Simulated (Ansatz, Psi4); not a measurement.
Approach curve of the dimer H4Si ··· H2Se (SMILES [SiH4] and [SeH2]). Monomers: optimised at B3LYP-D3(BJ) (def2-TZVP), held rigid. Orientation: lowest of the rigid-body minima from ten starts at GFN2-xTB. Only R, the distance of the centres of mass, is varied, so the lowest point isn't the relaxed dimer.

- SAPT0/jun-cc-pVDZ, frozen core (Psi4)
- PBE/def2-TZVP, counterpoise-corrected (Psi4)
- PBE0/def2-TZVP, counterpoise-corrected (Psi4)
- wB97X-V/def2-TZVP, counterpoise-corrected (Psi4)
- CCSD(T)/aug-cc-pVTZ = CCSD(T) on RHF/aug-cc-pVTZ, cores with 3d frozen, counterpoise-corrected (Ansatz, a quantum-chemistry and plane-wave program)

Cost and agreement with CCSD(T)/aug-cc-pVTZ over the 12 points of the scan, with CCSD(T)/aug-cc-pVTZ as yardstick. Costs are rough ratios of core time within Psi4 on shared cores, each with its mean field (Kohn-Sham runs search longer for lower solutions than correlated ones do); the miss is the largest difference from CCSD(T) of the interaction energy, in kcal/mol.

Q: Which is the cheapest of these levels that stays within 0.80 kcal/mol of CCSD(T)/aug-cc-pVTZ?

A: PBE/def2-TZVP.

| level | relative cost | largest difference |
|---|---|---|
| SAPT0/jun-cc-pVDZ | 1 | 1.45 |
| PBE/def2-TZVP | 2 | 0.76 |
| PBE0/def2-TZVP | 2 | 0.84 |
| wB97X-V/def2-TZVP | 20 | 0.05 |

Costs within a factor of two of each other count as equal.
